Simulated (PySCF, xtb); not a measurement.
B(H)(NHMe)2 (C2H9BN2), SMILES N(BNC)C. One conformer was computed; it need not be the lowest.

Harmonic wavenumbers (cm⁻¹) from xtb 6.7.1 with GFN2-xTB at its own minimum, in rising order: 59, 127, 134, 199, 267, 335, 524, 549, 570, 798, 927, 986, 1059, 1110, 1115, 1117, 1143, 1231, 1306, 1406, 1420, 1425, 1483, 1488, 1490, 1503, 1519, 2596, 2888, 2898, 2929, 2951, 3020, 3034, 3451, 3475.

Question: What does PySCF 2.14.0 with PBE-D3(BJ)/def2-SVP give at its own minimum? (An estimate is asked for; the answer gives what the named calculation found.)

Answer: 82, 130, 146, 187, 287, 332, 462, 572, 580, 853, 904, 971, 1049, 1097, 1107, 1125, 1152, 1207, 1292, 1394, 1400, 1403, 1413, 1417, 1432, 1454, 1546, 2521, 2907, 2920, 2970, 2986, 3032, 3064, 3514, 3568. Paired by order, the mean absolute difference is 30 cm⁻¹ and the zero-point energies are 75.1 and 75.0 kcal/mol.
